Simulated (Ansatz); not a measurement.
BH₆NO₂Si, SMILES `NB(O)O[SiH3]`. Total charge 0; spin multiplicity 1.

```xyz
11

N     1.307    0.259   -1.601
B     0.619    0.226   -0.370
O     1.098    0.788    0.791
O    -0.599   -0.399   -0.311
Si   -1.626   -0.598    0.960
H     0.914   -0.167   -2.421
H     2.200    0.689   -1.747
H     1.951    1.216    0.713
H    -2.793   -1.354    0.443
H    -0.985   -1.372    2.053
H    -2.086    0.712    1.489
```

Question: Give the diagnostics of a CCSD(T)/def2-TZVPP run (frozen core, Ansatz 0.2.0). (Estimate.)

Answer: Ansatz gave: T1 = 0.0114, largest single amplitude 0.021, largest double 0.022, (T) share of the correlation energy 3.4 %, 9 CCSD cycles. The RHF solution is stable towards an unrestricted one. T1 lies under the customary mark of 0.02 for closed shells.
